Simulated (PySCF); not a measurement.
C4H7BO, SMILES C#CCB(C)O.

Geometry optimised at B3LYP-D3(BJ)/def2-SVP. The structure was generated by enumeration, and PubChem lists no compound with its InChIKey, so it may never have been made. One conformer was computed; it need not be the lowest.

The numbers are results of PySCF 2.14.0 with B3LYP-D3(BJ)/def2-SVP, not measurements.

No scaling factor is applied to the harmonic values.

Computed vibrational spectrum:
```json
[
 {"mode": "1", "ν (cm⁻¹)": "25", "IR (km/mol)": "0.1", "Raman (Å⁴/amu)": "0.6", "depolarisation": "0.75", "moving atoms (share of kinetic energy)": "H 81 %, C 18 %"},
 {"mode": "2", "ν (cm⁻¹)": "79", "IR (km/mol)": "1.3", "Raman (Å⁴/amu)": "1.0", "depolarisation": "0.75", "moving atoms (share of kinetic energy)": "H 46 %, C 39 %, O 15 %"},
 {"mode": "3", "ν (cm⁻¹)": "134", "IR (km/mol)": "0.7", "Raman (Å⁴/amu)": "3.6", "depolarisation": "0.74", "moving atoms (share of kinetic energy)": "C 56 %, O 25 %, H 17 %"},
 {"mode": "4", "ν (cm⁻¹)": "291", "IR (km/mol)": "0.7", "Raman (Å⁴/amu)": "1.2", "depolarisation": "0.64", "moving atoms (share of kinetic energy)": "C 44 %, H 30 %, O 16 %, B 10 %"},
 {"mode": "5", "ν (cm⁻¹)": "328", "IR (km/mol)": "6.5", "Raman (Å⁴/amu)": "5.2", "depolarisation": "0.75", "moving atoms (share of kinetic energy)": "H 52 %, C 39 %"},
 {"mode": "6", "ν (cm⁻¹)": "384", "IR (km/mol)": "1.8", "Raman (Å⁴/amu)": "3.0", "depolarisation": "0.75", "moving atoms (share of kinetic energy)": "B 35 %, H 34 %, C 27 %"},
 {"mode": "7", "ν (cm⁻¹)": "400", "IR (km/mol)": "11.4", "Raman (Å⁴/amu)": "5.1", "depolarisation": "0.74", "moving atoms (share of kinetic energy)": "C 49 %, O 31 %, H 17 %"},
 {"mode": "8", "ν (cm⁻¹)": "537", "IR (km/mol)": "6.2", "Raman (Å⁴/amu)": "3.4", "depolarisation": "0.15", "moving atoms (share of kinetic energy)": "C 69 %, H 16 %, B 10 %"},
 {"mode": "9", "ν (cm⁻¹)": "647", "IR (km/mol)": "28.0", "Raman (Å⁴/amu)": "3.3", "depolarisation": "0.75", "moving atoms (share of kinetic energy)": "H 76 %, C 21 %"},
 {"mode": "10", "ν (cm⁻¹)": "681", "IR (km/mol)": "37.9", "Raman (Å⁴/amu)": "1.7", "depolarisation": "0.74", "moving atoms (share of kinetic energy)": "H 77 %, C 23 %"},
 {"mode": "11", "ν (cm⁻¹)": "697", "IR (km/mol)": "47.1", "Raman (Å⁴/amu)": "1.1", "depolarisation": "0.75", "moving atoms (share of kinetic energy)": "H 78 %, C 22 %"},
 {"mode": "12", "ν (cm⁻¹)": "737", "IR (km/mol)": "0.5", "Raman (Å⁴/amu)": "6.5", "depolarisation": "0.11", "moving atoms (share of kinetic energy)": "C 54 %, H 31 %, O 13 %"},
 {"mode": "13", "ν (cm⁻¹)": "788", "IR (km/mol)": "55.8", "Raman (Å⁴/amu)": "0.8", "depolarisation": "0.69", "moving atoms (share of kinetic energy)": "H 80 %, C 14 %"},
 {"mode": "14", "ν (cm⁻¹)": "845", "IR (km/mol)": "2.2", "Raman (Å⁴/amu)": "1.9", "depolarisation": "0.25", "moving atoms (share of kinetic energy)": "H 54 %, C 28 %, O 13 %"},
 {"mode": "15", "ν (cm⁻¹)": "925", "IR (km/mol)": "22.9", "Raman (Å⁴/amu)": "0.5", "depolarisation": "0.75", "moving atoms (share of kinetic energy)": "H 38 %, B 34 %, C 26 %"},
 {"mode": "16", "ν (cm⁻¹)": "978", "IR (km/mol)": "0.2", "Raman (Å⁴/amu)": "1.8", "depolarisation": "0.19", "moving atoms (share of kinetic energy)": "C 72 %, H 26 %"},
 {"mode": "17", "ν (cm⁻¹)": "1009", "IR (km/mol)": "61.7", "Raman (Å⁴/amu)": "4.2", "depolarisation": "0.74", "moving atoms (share of kinetic energy)": "H 61 %, B 25 %, C 10 %"},
 {"mode": "18", "ν (cm⁻¹)": "1161", "IR (km/mol)": "2.2", "Raman (Å⁴/amu)": "3.2", "depolarisation": "0.75", "moving atoms (share of kinetic energy)": "H 87 %, C 9 %"},
 {"mode": "19", "ν (cm⁻¹)": "1175", "IR (km/mol)": "35.2", "Raman (Å⁴/amu)": "14.1", "depolarisation": "0.58", "moving atoms (share of kinetic energy)": "H 70 %, C 21 %"},
 {"mode": "20", "ν (cm⁻¹)": "1271", "IR (km/mol)": "140.6", "Raman (Å⁴/amu)": "2.3", "depolarisation": "0.49", "moving atoms (share of kinetic energy)": "H 60 %, C 21 %, B 16 %"},
 {"mode": "21", "ν (cm⁻¹)": "1331", "IR (km/mol)": "191.8", "Raman (Å⁴/amu)": "6.6", "depolarisation": "0.63", "moving atoms (share of kinetic energy)": "H 45 %, B 25 %, C 22 %, O 9 %"},
 {"mode": "22", "ν (cm⁻¹)": "1403", "IR (km/mol)": "69.9", "Raman (Å⁴/amu)": "22.7", "depolarisation": "0.66", "moving atoms (share of kinetic energy)": "H 67 %, B 16 %, C 13 %"},
 {"mode": "23", "ν (cm⁻¹)": "1404", "IR (km/mol)": "46.8", "Raman (Å⁴/amu)": "3.3", "depolarisation": "0.41", "moving atoms (share of kinetic energy)": "H 75 %, B 15 %"},
 {"mode": "24", "ν (cm⁻¹)": "1441", "IR (km/mol)": "6.3", "Raman (Å⁴/amu)": "15.2", "depolarisation": "0.75", "moving atoms (share of kinetic energy)": "H 94 %"},
 {"mode": "25", "ν (cm⁻¹)": "1460", "IR (km/mol)": "66.3", "Raman (Å⁴/amu)": "8.4", "depolarisation": "0.62", "moving atoms (share of kinetic energy)": "H 52 %, B 34 %, O 9 %"},
 {"mode": "26", "ν (cm⁻¹)": "2211", "IR (km/mol)": "18.0", "Raman (Å⁴/amu)": "145.4", "depolarisation": "0.23", "moving atoms (share of kinetic energy)": "C 91 %, H 9 %"},
 {"mode": "27", "ν (cm⁻¹)": "3018", "IR (km/mol)": "1.7", "Raman (Å⁴/amu)": "11.1", "depolarisation": "0.33", "moving atoms (share of kinetic energy)": "H 96 %"},
 {"mode": "28", "ν (cm⁻¹)": "3021", "IR (km/mol)": "12.8", "Raman (Å⁴/amu)": "272.3", "depolarisation": "0.03", "moving atoms (share of kinetic energy)": "H 95 %"},
 {"mode": "29", "ν (cm⁻¹)": "3058", "IR (km/mol)": "1.4", "Raman (Å⁴/amu)": "69.8", "depolarisation": "0.74", "moving atoms (share of kinetic energy)": "H 91 %, C 9 %"},
 {"mode": "30", "ν (cm⁻¹)": "3085", "IR (km/mol)": "11.8", "Raman (Å⁴/amu)": "90.0", "depolarisation": "0.71", "moving atoms (share of kinetic energy)": "H 91 %, C 9 %"},
 {"mode": "31", "ν (cm⁻¹)": "3129", "IR (km/mol)": "13.2", "Raman (Å⁴/amu)": "96.2", "depolarisation": "0.67", "moving atoms (share of kinetic energy)": "H 91 %, C 9 %"},
 {"mode": "32", "ν (cm⁻¹)": "3469", "IR (km/mol)": "79.5", "Raman (Å⁴/amu)": "35.3", "depolarisation": "0.26", "moving atoms (share of kinetic energy)": "H 86 %, C 14 %"},
 {"mode": "33", "ν (cm⁻¹)": "3708", "IR (km/mol)": "121.4", "Raman (Å⁴/amu)": "91.1", "depolarisation": "0.15", "moving atoms (share of kinetic energy)": "H 94 %"}
]
```
